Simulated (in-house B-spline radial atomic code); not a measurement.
Ionising Te8+ with different functionals

Computed with an all-electron radial atomic-structure program (B-spline basis): four-component Dirac-Coulomb Hamiltonian, Fermi nucleus of rms radius 4.7423 fm, spin-restricted, spherical fractional occupations for the functionals. The ionisation energy is the difference of two self-consistent energies, [Kr] 4d8 → [Kr] 4d7, without Breit or QED terms; ε is the level of the shell that loses the electron (mean over j). The electron is taken from both j subshells in proportion to 2j + 1, so the result is a j average, not the step between ground levels.

Hybrids are left out here: with spherical fractional occupations of an open shell their exact exchange keeps a self-interaction that integer-occupation calculations don't have.

```csv
method,rung,ΔSCF (eV),-ε(4d) (eV)
LDA VWN5,LDA,170.45,158.67
relativistic LDA,LDA,170.45,158.67
LDA PW92,LDA,170.44,158.66
LDA exchange-only,LDA,168.36,156.60
PBE,GGA,170.31,158.52
PBEsol,GGA,170.24,158.46
BLYP,GGA,170.06,158.28
RPBE,GGA,170.27,158.48
PW91,GGA,170.41,158.63
BP86,GGA,170.36,158.57
AM05,GGA,170.26,158.47
OLYP,GGA,170.96,159.14
```

Task: How do they compare with the NIST value?

Result: NIST lists 167 eV ± 2.2 (tabulated theory, ground level to ground level). Errors run from +1.36 to +3.96 eV; all lie within about twice that uncertainty, so the table can't rank the methods.
